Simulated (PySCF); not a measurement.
## Field gradients at the hydrogen positions

Species: C8H10P (charge -1).
Z-matrix (Å and degrees, GFN2-xTB geometry), rows numbered from 1:
```
C 
P   1  1.8696
C   2  1.7671  1  101.70
C   3  1.4095  2  125.45  1     0.01
C   4  1.3763  3  121.79  2  -179.97
C   5  1.3866  4  120.93  3    -0.02
C   6  1.3919  5  118.34  4     0.01
C   7  1.3752  6  121.73  5     0.00
C   8  1.4966  3  118.68  2    -0.01
H   1  1.0909  2  106.36  3   179.97
H   1  1.0913  2  111.73  3   -61.76
H   1  1.0913  2  111.72  3    61.71
H   4  1.0808  3  119.70  2    -0.01
H   5  1.0867  4  119.43  3   179.99
H   6  1.0837  5  120.99  4  -180.00
H   7  1.0872  6  119.07  5   179.99
H   9  1.0916  8  109.62  3    58.24
H   9  1.0916  8  111.84  3  -179.91
H   9  1.0916  8  109.63  3   -58.04
```

Level: PBE0/pcSseg-1 (PySCF, non-relativistic); Q(2H) = 0.00286 b; rigid geometry, the same for H and D, with no vibrational averaging.

Question: Rank these positions by the coupling χzz of a deuteron there, largest first.
A. H16 (aromatic hydrogen)
B. H15 (aromatic hydrogen)
C. H19 (methyl hydrogen)
D. H18 (methyl hydrogen)

Answer: B (224 kHz), A (217 kHz), D (212 kHz), C (207 kHz).

Question: Tabulate Vzz, the asymmetry η and χzz = 234.96 MHz × Q × Vzz for every hydrogen position.

Answer: 
```json
{"atom": "H10", "bonded to": "C1", "bond length (Å)": "1.091", "Vzz (au)": "0.3213", "η": "0.01", "χzz (kHz)": "216"}
{"atom": "H11", "bonded to": "C1", "bond length (Å)": "1.091", "Vzz (au)": "0.3191", "η": "0.04", "χzz (kHz)": "214"}
{"atom": "H12", "bonded to": "C1", "bond length (Å)": "1.091", "Vzz (au)": "0.3191", "η": "0.04", "χzz (kHz)": "214"}
{"atom": "H13", "bonded to": "C4", "bond length (Å)": "1.081", "Vzz (au)": "0.3322", "η": "0.09", "χzz (kHz)": "223"}
{"atom": "H14", "bonded to": "C5", "bond length (Å)": "1.087", "Vzz (au)": "0.3253", "η": "0.06", "χzz (kHz)": "219"}
{"atom": "H15", "bonded to": "C6", "bond length (Å)": "1.084", "Vzz (au)": "0.3339", "η": "0.10", "χzz (kHz)": "224"}
{"atom": "H16", "bonded to": "C7", "bond length (Å)": "1.087", "Vzz (au)": "0.3233", "η": "0.07", "χzz (kHz)": "217"}
{"atom": "H17", "bonded to": "C9", "bond length (Å)": "1.092", "Vzz (au)": "0.3076", "η": "0.02", "χzz (kHz)": "207"}
{"atom": "H18", "bonded to": "C9", "bond length (Å)": "1.092", "Vzz (au)": "0.3151", "η": "0.03", "χzz (kHz)": "212"}
{"atom": "H19", "bonded to": "C9", "bond length (Å)": "1.092", "Vzz (au)": "0.3076", "η": "0.02", "χzz (kHz)": "207"}
```

Question: How does χzz go with the bond length over the 10 C–H bonds?

Answer: A straight-line fit has a slope of -13.1 kHz for each 0.01 Å, with a correlation coefficient of -0.86, over lengths from 1.081 to 1.092 Å. The longer bonds have the smaller couplings here.

Isolated species at its GFN2-xTB geometry (one conformer only). The pcSseg-1 basis has no diffuse functions, a weakness for an anion. The HOMO energy is positive at this level (+0.43 eV), so the outermost electrons may be held by the finite basis alone. GFN2-xTB bond lengths can be off by several hundredths of an ångström, more for odd bonds, and the gradients follow them. With so small a basis the couplings can be 20 % off.

The run behind these numbers computed NMR shieldings as well. The run took 67 s of wall time on one thread, Arm Neoverse N1 (aarch64), no GPU, on a shared host, and the process peaked at 0.88 GiB of memory.
